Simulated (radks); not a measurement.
Values are calculated unless marked as measured or tabulated.
Problem. Coherent X-ray form factor from a spherical all-electron density. Code: a radial shooting solver on a logarithmic mesh with Libxc functionals. Model: scalar-relativistic Kohn-Sham, PBE, spin-unpolarised, spherical densities, point nucleus.

| sin(theta)/lambda (1/angstrom) | f0 (electrons) |
|---|---|
| 0.05 | 60.361 |
| 0.1 | 58.552 |
| 0.15 | 55.862 |
| 0.2 | 52.658 |
| 0.25 | 49.284 |
| 0.3 | 45.996 |
| 0.4 | 40.163 |
| 0.5 | 35.418 |
| 0.6 | 31.502 |
| 0.8 | 25.338 |
| 1 | 20.974 |
| 1.25 | 17.489 |
| 1.5 | 15.206 |
| 2 | 11.586 |

The species is in the configuration that NIST lists as its ground one. Which atom or ion scatters so?

Solution. The gadolinium ion Gd3+, [Xe] 4f7. Extrapolating in s^2 from the first two rows gives f0(0) = 61.0, near the electron count 61; among species with that count, the fall with angle is slower the higher Z, and the table is that of Z = 64; from so few rows the species is fixed only to a neighbour or two.
